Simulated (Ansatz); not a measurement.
Input for Ansatz (a program for electronic structure): U-PBE0/def2-TZVPP on P2 (SMILES P#P), 2S+1 = 1, a spin state set in the input, which need not be the lowest.

Ansatz 0.2 input:
```yaml
crystal:
  periodic: [false, false, false]
  atoms:
    - {symbol: P, position_ang: [-0.00000000, -0.00000000, -0.94474950]}
    - {symbol: P, position_ang: [0.00000000, 0.00000000, 0.94474950]}
basis:
  gaussian:
    orbitals: def2-TZVPP
hamiltonian:
  xc: {name: PBE0}
magnetization: {spin_polarized: true, initial_magnetization: 0}
```

Output:

```
WARN ansatz: RAYON_NUM_THREADS=2 ignored (pool sized by the plan → 2); use --threads N
Functional definition: PBE0
integrals: 0.02 GiB planned
600 factors; their error is unknown
mean field: 0.26 GiB planned
mean field evaluation 1: about -18569.5457 eV, gradient 1.2e1 eV
mean field evaluation 2: about -18569.7173 eV, gradient 1.2e1 eV
mean field evaluation 4: about -18570.3373 eV, gradient 6.2e-2 eV
mean field evaluation 8: about -18570.3459 eV, gradient 1.7e-3 eV
mean field evaluation 16: about -18569.3995 eV, gradient 3.9e0 eV
mean field -18570.34589761 eV, -682.4476243048 hartree, gradient 1.8e-5 eV, S^2 0.000000; 1 other end points of the search recorded, 0 dependent functions left out
reference -18570.34591696 eV, -682.4476250157 hartree; 15, 15 occupied and 69, 69 virtual orbitals, 600 factors
Total energy: -18570.34591696 eV, -682.4476250157 hartree
```

The run converged.

Cost: around 1.0 core-seconds (rough).
